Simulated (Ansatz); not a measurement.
Input and output for B2H5NO (`BB(N)O`).

```yaml
crystal:
  periodic: [false, false, false]
  atoms:
    - {symbol: B, position_ang: [0.098464, 1.096150, -0.738053]}
    - {symbol: B, position_ang: [-0.275530, -0.181210, 0.246612]}
    - {symbol: N, position_ang: [0.494107, -1.301632, -0.247677]}
    - {symbol: O, position_ang: [-0.961516, -0.269407, 1.429706]}
    - {symbol: H, position_ang: [1.215766, 1.546996, -1.110138]}
    - {symbol: H, position_ang: [-0.725097, 1.974061, -0.848387]}
    - {symbol: H, position_ang: [0.960708, -1.386603, -0.912875]}
    - {symbol: H, position_ang: [0.502792, -2.196983, 0.239051]}
    - {symbol: H, position_ang: [-1.267438, 0.604324, 1.570665]}
basis:
  gaussian: {orbitals: "6-31G*"}
total_charge: 1
magnetization: {spin_polarized: true, initial_magnetization: 1}
hamiltonian: {xc: {name: LC-wPBE}}
scf: {lower_state_search: full}
```

```sh
$ ansatz run in.yaml --threads 2 --pin off --events-out ev --progress --plain --max-ram 4352MiB
```

Shortened log:

```
Functional definition: LC-wPBE
825 factors; their error is unknown
274 factors; integrals over basis functions are off by at most 1.4e-5 eV
mean field evaluation 1: about -4942.7296 eV, gradient 5.8e1 eV
mean field evaluation 2: about -4926.9434 eV, gradient 8.2e1 eV
mean field evaluation 4: about -4956.1385 eV, gradient 2.4e0 eV
mean field evaluation 8: about -4956.6511 eV, gradient 7.5e-1 eV
mean field evaluation 16: about -4956.7964 eV, gradient 8.7e-3 eV
mean field evaluation 64: about -4956.7911 eV, gradient 4.0e-2 eV
mean field evaluation 96: about -4956.7372 eV, gradient 2.8e-3 eV
mean field evaluation 160: about -4956.7372 eV, gradient 2.2e-4 eV
mean field -4956.73720038 eV, -182.1567323170 hartree, gradient 2.2e-5 eV, S^2 0.762807; 7 other end points of the search recorded, 0 dependent functions left out
reference -4956.73720039 eV, -182.1567323171 hartree; 15, 14 occupied and 55, 56 virtual orbitals, 825 factors
Total energy: -4956.73720039 eV, -182.1567323171 hartree
```

It took 8 s on 2 threads of an Intel Xeon on a shared host, with 0.36 GiB of host memory at the peak.
